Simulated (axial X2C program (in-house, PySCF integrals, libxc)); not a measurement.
## Potential curves of RhH⁺, with spin–orbit coupling

Calculated with an axial X2C code built on PySCF integrals. Two-component (2c) means X2C with spin–orbit coupling and atomic mean-field two-electron Coulomb and Gaunt terms. Basis: Rh dyall-cv3z [12s12p8d5f3g], H dyall-v3z [6s2p1d] (cores contracted in-house); Gaussian nuclei, density fitting, unrestricted open shells. Masses: Rh 102.906 u, H 1.008 u.

State: Ω = 5/2 (⟨Sz⟩ = 0.49, ⟨Lz⟩ = 2.01 at HF). Energies in kJ/mol from the lowest point of each curve. Fits are polynomials in 1 − R0/R over 0.85 to 1.23 times the lowest point R0.

```
 R (Å)  CCSD(T)   PBE0    M06   CCSD
1.2954           47.89  50.80       
1.3550    17.34  20.49  22.96  17.07
1.3997     6.04   8.33  10.15   5.86
1.4443     0.70   1.87   2.85   0.61
1.4890     0.00   0.00   0.00   0.00
1.5411     3.61   2.42   1.19   3.70
1.5932    10.66   8.63   6.18  10.76
1.6602    22.98  20.50  16.68  22.91
1.7421           38.20  33.46       
1.8613           64.18  59.87
```

Correlated methods: 9 electrons correlated (number of frozen shells: Rh 4 s, 3 p, 1 d; H none), 213 virtual spin orbitals or spinors in MP2, 90 natural virtuals in coupled cluster.

The state is one determinant whose occupation by symmetry is held fixed; it was picked as the lowest of a PBE0 search that is not exhaustive. Density functionals use the spin component along the axis (collinear). CCSD and (T) use frozen natural virtuals with an MP2 correction for the truncation; (T) itself is uncorrected, so its De runs slightly low. Without a current term, density functionals place determinants with orbital angular momentum somewhat too high. The determinant is spin-polarised beyond a pure state at some levels (its spin-free form has ⟨S²⟩ too high), which makes Re and μ there less reliable. The T1 diagnostic is large, a sign of multireference character. Coupled cluster ran on the points near the minimum only. MP2 and coupled cluster on one determinant become unreliable at the stretched end.

**Question.** What are Re and ωe at the CCSD(T) level?

**Answer.** At CCSD(T), 2c: Re = 1.474 Å, ωe ≈ 2350 cm⁻¹; Be follows as 7.77 cm⁻¹.

**Question.** What are Re and ωe at the PBE0 level?

**Answer.** At PBE0, 2c: Re = 1.488 Å, ωe ≈ 2290 cm⁻¹; Be follows as 7.63 cm⁻¹.

**Question.** What are Re and ωe at the M06 level?

**Answer.** At M06, 2c: Re = 1.501 Å, ωe ≈ 2190 cm⁻¹; Be follows as 7.5 cm⁻¹.

**Question.** What are Re and ωe at the CCSD level?

**Answer.** At CCSD, 2c: Re = 1.473 Å, ωe ≈ 2350 cm⁻¹; Be follows as 7.78 cm⁻¹.
